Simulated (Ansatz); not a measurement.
GeH₄, SMILES [GeH4] (connectivity only; charge and spin as stated), charge +1, multiplicity 2.

Coordinates come from a PBE-D3(BJ)/def2-TZVPD optimisation. The geometry has at least one imaginary mode, so it is a saddle point at that level. The multiplicity is an assumed one; other spin states were not compared. The isomer is the one that the SMILES or the coordinates give; other isomers of the formula were not compared.

Two levels are set side by side: PBE/def2-TZVPD (Ansatz, a quantum-chemistry and plane-wave program) and ωB97X-V/def2-TZVPD (Ansatz). Energy differences of separate SCF runs at the same geometry; the states with an electron removed or added have multiplicity 1 and 1. Differences are taken from unrounded values.

```json
[
 {"quantity": "vertical ionisation energy (eV)", "ωB97X-V": "18.85", "PBE": "18.45", "PBE minus ωB97X-V": "-0.40"},
 {"quantity": "vertical electron affinity (eV)", "ωB97X-V": "10.78", "PBE": "10.37", "PBE minus ωB97X-V": "-0.41"}
]
```
